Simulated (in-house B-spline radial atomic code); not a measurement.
The numbers below are computed, except where a source is named.
Mg+ at several levels of theory

Ground configuration [Ne] 3s1. All numbers come from a B-spline radial code for spherical atoms, all electrons, at the radial basis limit. Mean-field, RPA, GW and linear-response runs are scalar-relativistic (one-electron X2C), no spin-orbit coupling, without Breit or QED terms, open shells spin-polarised at highest spin; the many-body runs on Dirac-Hartree-Fock orbitals are four-component, and their energies hold both.

RPA overbinds a lone outer s electron by self-correlation, and G0W0 tends to as well.

**Ionisation energy.** The reference is 15.035 eV (NIST, measured).

| method | value (eV) | minus reference (eV) |
| --- | --- | --- |
| minus the highest LDA VWN5 level | 12.00 | -3.03 |
| LDA VWN5, difference of total energies | 15.38 | +0.34 |
| minus the highest PBE level | 11.92 | -3.12 |
| PBE, difference of total energies | 15.36 | +0.33 |
| G0W0 on PBE | 15.60 | +0.56 |
| exact exchange + RPA on PBE | 15.63 | +0.59 |
| exact exchange + RPA + SOSEX on PBE | 14.99 | -0.04 |
| minus the highest r2SCAN level | 12.07 | -2.97 |
| r2SCAN, difference of total energies | 15.04 | +0.01 |
| minus the highest PBE0 level | 12.73 | -2.31 |
| PBE0, difference of total energies | 15.26 | +0.22 |
| G0W0 on PBE0 | 15.58 | +0.55 |
| minus the highest B3LYP (VWN-RPA) level | 12.63 | -2.40 |
| B3LYP (VWN-RPA), difference of total energies | 15.51 | +0.47 |
| minus the highest CAM-B3LYP level | 13.96 | -1.08 |
| minus the highest LC-wPBE level | 15.04 | 0.00 |
| minus the highest Hartree-Fock level | 14.76 | -0.28 |
| Hartree-Fock, difference of total energies | 14.75 | -0.29 |
| G0W0 on Hartree-Fock | 15.45 | +0.41 |
| MP2, difference of total energies | 15.02 | -0.02 |
| Brueckner orbital with screened correlation (3s1/2) | 15.03 | -0.01 |

Q: Which methods come closest, and which lies farthest off?

A: Closest: minus the highest LC-wPBE level (0.00 eV) and r2SCAN, difference of total energies (+0.01 eV). Farthest: minus the highest PBE level (-3.12 eV). The PBE level misses by -3.1 eV while the PBE energy difference misses by +0.33 eV: the semilocal potential lacks the −1/r tail and the energy is convex in the electron number, but total energies at whole numbers are far better.

Run times on one thread of shared hosts: mean field, RPA, SOSEX and G0W0 on PBE, for the atom and its ion, 4 s (Arm Neoverse N1); Brueckner orbitals with all properties, 46 s (Arm Neoverse N1).
